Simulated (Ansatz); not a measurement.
[Ni(SH)4]2- (NiH₄S₄²⁻). The state is a singlet with charge -2. Geometry B3LYP-D4/def2-SVPD; atoms count from 1.

Cartesian coordinates in Å:
```
Ni -0.001 -0.001 -0.001
S 0.082 -1.809 1.411
H -0.640 -1.364 2.470
S -0.038 1.828 -1.388
H 0.708 1.393 -2.435
S -1.305 1.124 1.517
H -1.498 2.311 0.888
S 1.255 -1.146 -1.543
H 1.437 -2.337 -0.919
```

A multiply charged anion in the gas phase is held together partly by the finite basis. The restricted singlet is unstable: a solution with broken spin symmetry lies lower. The highest occupied level of the charge -2 singlet lies above zero (up to 2.03 eV). The electron is either unbound and held by the finite basis, or the level is raised by self-interaction error. The geometry of the singlet was relaxed on an unsound state (restricted singlet, unstable towards broken spin symmetry at other levels and untested here). At PBE0-D4/def2-TZVPD a triplet of charge -2 lies 0.28 eV below the restricted singlet, each at its own geometry.

Q: Estimate the Mulliken populations from the PBE0/def2-TZVPD orbitals of Ansatz.

A: 
```csv
atom,charge (e),d electrons
Ni1,0.15,8.73
S2,-0.66,–
H3,0.12,–
S4,-0.66,–
H5,0.12,–
S6,-0.66,–
H7,0.12,–
S8,-0.66,–
H9,0.12,–
```
Mulliken values and Mayer orders depend strongly on the basis. With diffuse functions, as here, like atoms can get unlike values, and bond orders can come out too low or too high.

Q: And the Mayer bond orders between bonded heavy atoms (over 0.3)?

A: Ni1–S2 0.71 (2.30 Å); Ni1–S4 0.71 (2.30 Å); Ni1–S6 0.71 (2.30 Å); Ni1–S8 0.71 (2.30 Å).
